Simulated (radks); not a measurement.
Results of a calculation; reference values are marked as such.
Spherical quantum dot in the effective-mass picture: electrons in a parabolic well V = omega^2 r^2 / 2 with omega = 1.08, all in effective atomic units (hartree* = m*/eps^2 hartree, bohr* = eps/m* bohr), one dielectric constant everywhere. Level of theory: non-relativistic Kohn-Sham, LDA (Slater exchange, Perdew-Wang correlation), spin-polarised, spherical densities (a radial shooting solver with Libxc functionals). Levels are named by radial order and angular momentum (1s, 1p, 1d, 2s, ...), and open shells are averaged over m.

N = 15, configuration 1s2 1p6 1d(up 5, down 2). This is the lowest configuration that the search found. Occupied and some empty levels:

| level | occupation | eigenvalue (hartree*) | <r> (bohr*) |
|---|---|---|---|
| 1s up | 1 | 8.8724 | 1.501 |
| 1s down | 1 | 8.9131 | 1.485 |
| 1p up | 3 | 9.4444 | 1.890 |
| 1p down | 3 | 9.4967 | 1.885 |
| 1d up | 5 | 10.084 | 2.166 |
| 1d down | 2 | 10.139 | 2.168 |
| 2s up | 0 | 10.210 | 1.896 |
| 2s down | 0 | 10.245 | 1.907 |
| 1f up | 0 | 10.784 | 2.388 |
| 1f down | 0 | 10.837 | 2.394 |
| 2p up | 0 | 10.976 | 2.148 |
| 2p down | 0 | 11.012 | 2.152 |

Energy (hartree*): total 96.0006, kinetic 14.425, external 36.974, Hartree 51.412, exchange-correlation -6.8097.

Electron density:

| r (bohr*) | n(r) (e/bohr*^3) |
|---|---|
| 0.186 | 0.1460 |
| 0.495 | 0.1692 |
| 0.805 | 0.2072 |
| 1.11 | 0.2448 |
| 1.43 | 0.2610 |
| 1.74 | 0.2401 |
| 2.04 | 0.1843 |
| 2.35 | 0.1151 |
| 2.67 | 0.05722 |
| 2.98 | 0.02234 |
| 3.29 | 0.006808 |
| 3.60 | 0.001617 |
| 3.90 | 0.0002998 |
